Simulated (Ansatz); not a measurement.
Cost and result for the atomization energy of C$_{2}$H$_{8}$GaNSi (`C=[CH][Ga]([NH2])[SiH3]`) (13 atoms, 12 bonds).

```xyz
13

C     1.386   -0.663   -1.907
C     0.875   -1.270   -0.836
Ga   -0.203   -0.304    0.473
N    -0.803   -1.240    1.912
Si   -0.793    2.021    0.307
H     1.990   -1.188   -2.645
H     1.226    0.395   -2.101
H     1.083   -2.332   -0.713
H    -0.618   -2.217    2.071
H    -1.360   -0.843    2.649
H     0.404    2.874    0.064
H    -1.452    2.513    1.550
H    -1.736    2.255   -0.824
```

Charge 0, multiplicity 1. Correlated methods include outer-core shells of Ga, which these sets cover unevenly. Scalar relativity is left out up to krypton. All single points use the PBE0-D4/def2-TZVP geometry. It is one conformer, not always the lowest. Program: Ansatz. All runs use 2 threads of an AMD EPYC 7R13 on a shared host and a share of an NVIDIA H100 80 GB. Times are those of one run each, without the atoms' runs, and a repeat can differ threefold. Electronic energies, without spin–orbit coupling; frozen cores. CCSD(T)/CBS adds CCSD(T) − MP2 in def2-TZVPP to the MP2 limit, and its time is that of the two runs behind it. T1 = 0.014. With those shells the extrapolation isn't a true limit. B3LYP takes the VWN-RPA correlation (the form of Gaussian; ORCA's B3LYP/G).

CCSD(T)/CBS is a level of theory with its own doubt, some kJ/mol a heavy atom from the limit and from the frozen cores, so smaller differences don't rank the functionals.

```
                             level  functions  wall time
                PBE0-D4/def2-TZVPP        295      1.5 s
 B3LYP-D4/def2-TZVPP (with forces)        295        2 s
r2SCAN-D4/def2-TZVPP (with forces)        295      2.1 s
                 B2PLYP/def2-TZVPP        295      2.1 s
   PBE-D4/def2-TZVPP (with forces)        295      2.3 s
                ωB97X-V/def2-TZVPP        295      2.7 s
  ωB97M-V/def2-TZVPP (with forces)        295      2.9 s
                CCSD(T)/def2-TZVPP        295      4.4 s
                    MP2/def2-QZVPP        570      5.5 s
                 CCSD(T)/CBS(def2)          –      9.9 s
```

**Question.** What atomization energy does each give, and how far from CCSD(T)/CBS? (Best estimate.)

**Answer.** Ansatz gave: 
```
                             level  atomization (kcal/mol)  difference from CCSD(T)/CBS  per bond
                PBE0-D4/def2-TZVPP                  1058.1                         -5.0      -0.4
 B3LYP-D4/def2-TZVPP (with forces)                  1059.7                         -3.4      -0.3
r2SCAN-D4/def2-TZVPP (with forces)                  1060.1                         -3.0      -0.3
                 B2PLYP/def2-TZVPP                  1048.1                        -15.0      -1.3
   PBE-D4/def2-TZVPP (with forces)                  1072.6                          9.5       0.8
                ωB97X-V/def2-TZVPP                  1064.5                          1.4       0.1
  ωB97M-V/def2-TZVPP (with forces)                  1060.1                         -3.0      -0.3
                CCSD(T)/def2-TZVPP                  1036.9                        -26.2      -2.2
                    MP2/def2-QZVPP                  1059.1                         -4.0      -0.3
                 CCSD(T)/CBS(def2)                  1063.1                          0.0       0.0
```

In def2-TZVPP, CCSD(T) changes the Hartree–Fock value by +267.5 kcal/mol (the triples alone add +15.1 kcal/mol) and MP2 by +274.2 kcal/mol; breaking electron pairs costs correlation energy, which Hartree–Fock lacks. From PBE to PBE0 (25 % exact exchange), in def2-TZVPP and without D4, the atomization energy moves by −13.6 kcal/mol: exact exchange takes away binding that semilocal exchange gives to molecules. The D4 term adds +10.9 kcal/mol with B3LYP and +5.8 kcal/mol with PBE0; it sums over pairs of atoms, weighted by their polarisabilities, and B3LYP, whose exchange is more repulsive, gets the larger term.
